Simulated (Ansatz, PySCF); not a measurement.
Ansatz (an electronic-structure program) was given this input:
Ansatz 0.2 input:
```yaml
crystal:
  periodic: [false, false, false]
  atoms:
    - {symbol: Sn, position_ang: [0.19653030, 0.57148953, 0.38176177]}
    - {symbol: I, position_ang: [2.43186578, -0.56487896, -0.82720222]}
    - {symbol: I, position_ang: [-0.99716560, -1.30886706, 2.05179207]}
    - {symbol: I, position_ang: [-1.62010612, 1.33460495, -1.58474247]}
basis:
  gaussian:
    orbitals: def2-SVP
hamiltonian:
  xc: r2scan
magnetization: {spin_polarized: true, initial_magnetization: 1}
accuracy: high
```

Q: Convert this to an input for PySCF.

A: Several could match; the one computed here: 
```python
from pyscf import gto, scf, dft

mol = gto.M(
    atom='''
Sn    0.19653030    0.57148953    0.38176177
I     2.43186578   -0.56487896   -0.82720222
I    -0.99716560   -1.30886706    2.05179207
I    -1.62010612    1.33460495   -1.58474247
''',
    basis='def2-svp',
    ecp={'I': 'def2-svp', 'Sn': 'def2-svp'},
    spin=1,
    verbose=4,
)

mf = dft.UKS(mol)
mf.xc = 'r2scan'
mf.grids.atom_grid = (99, 590)
mf.grids.prune = None
mf.kernel()
```

Both were run: Ansatz gave -1107.960797 Eh and PySCF -1107.960819 Eh, 0.023 mEh apart.
